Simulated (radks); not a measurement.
Sm3+, 59 electrons, occupied as [Xe] 4f4 5d1 (not the ground configuration).

Method: Dirac Kohn-Sham, PBE, spin-unpolarised, spherical densities, point nucleus; open shells are shared between the two j in proportion to 2j + 1; computed with a radial shooting solver on a logarithmic mesh with Libxc functionals.

Energy parts (eV):
| part | energy |
|---|---|
| total | -283886.12 |
| kinetic | 307872.90 |
| electron-nucleus | -693392.17 |
| Hartree | 108026.81 |
| exchange-correlation | -6393.66 |

Orbitals (lengths in bohr, moments of r in powers of bohr; r(max) is where P^2 peaks; r(90%) holds 90 % of the orbital's charge):
| orbital | occ. | eigenvalue (eV) | r(max) | <r^4> | <1/r> | r(90%) |
|---|---|---|---|---|---|---|
| 1s1/2 | 2 | -46672.44 | 0.01449 | 1.317e-06 | 68.84 | 0.0411 |
| 2s1/2 | 2 | -7656.456 | 0.08231 | 0.0002114 | 16.36 | 0.150 |
| 2p1/2 | 2 | -7258.473 | 0.06237 | 0.0001315 | 16.33 | 0.133 |
| 2p3/2 | 4 | -6655.716 | 0.06800 | 0.0001697 | 14.56 | 0.142 |
| 3s1/2 | 2 | -1710.412 | 0.2339 | 0.008329 | 5.944 | 0.374 |
| 3p1/2 | 2 | -1539.310 | 0.2209 | 0.007632 | 5.858 | 0.367 |
| 3p3/2 | 4 | -1417.298 | 0.2329 | 0.009236 | 5.411 | 0.385 |
| 3d3/2 | 4 | -1120.764 | 0.1858 | 0.006803 | 5.284 | 0.357 |
| 3d5/2 | 6 | -1094.284 | 0.1892 | 0.007218 | 5.172 | 0.363 |
| 4s1/2 | 2 | -371.9836 | 0.5391 | 0.2051 | 2.486 | 0.829 |
| 4p1/2 | 2 | -306.2486 | 0.5447 | 0.2348 | 2.382 | 0.859 |
| 4p3/2 | 4 | -279.1556 | 0.5700 | 0.2826 | 2.232 | 0.899 |
| 4d3/2 | 4 | -170.8507 | 0.5805 | 0.4057 | 2.020 | 0.986 |
| 4d5/2 | 6 | -165.9555 | 0.5886 | 0.4304 | 1.983 | 1.00 |
| 5s1/2 | 2 | -74.8645 | 1.233 | 6.137 | 0.9865 | 1.94 |
| 5p1/2 | 2 | -56.0548 | 1.334 | 9.468 | 0.8840 | 2.16 |
| 5p3/2 | 4 | -51.8667 | 1.400 | 11.55 | 0.8329 | 2.27 |
| 4f5/2 | 1.71429 | -39.6865 | 0.5930 | 1.965 | 1.502 | 1.42 |
| 4f7/2 | 2.28571 | -39.0336 | 0.5973 | 2.050 | 1.489 | 1.44 |
| 5d3/2 | 0.4 | -26.5307 | 1.771 | 41.26 | 0.6111 | 3.15 |
| 5d5/2 | 0.6 | -26.0792 | 1.799 | 43.73 | 0.6009 | 3.19 |

The highest occupied level is 5d5/2 at -26.079 eV. Summed over all electrons, <r^2> = 38.81 bohr^2, which gives a Langevin (diamagnetic) susceptibility term of -30.7 x 10^-6 cm^3/mol. The density falls to 0.001 e/bohr^3 at r = 3.51 bohr.
